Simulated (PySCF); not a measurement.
A calculated (LDA, PySCF 2.14, dyall-acv3z, the spin-free X2C one-electron Hamiltonian (Gaussian nucleus)) atom or ion has these occupied shells.

| shell | electrons | orbital energy (eV) | rms radius, mean of both spins (bohr) |
| --- | --- | --- | --- |
| 1s α | 1 | -7.319 | 1.84 |

(1) Name the element and its charge.

Results:

(1) H (hydrogen, neutral), in 1s1, 2S determinant.
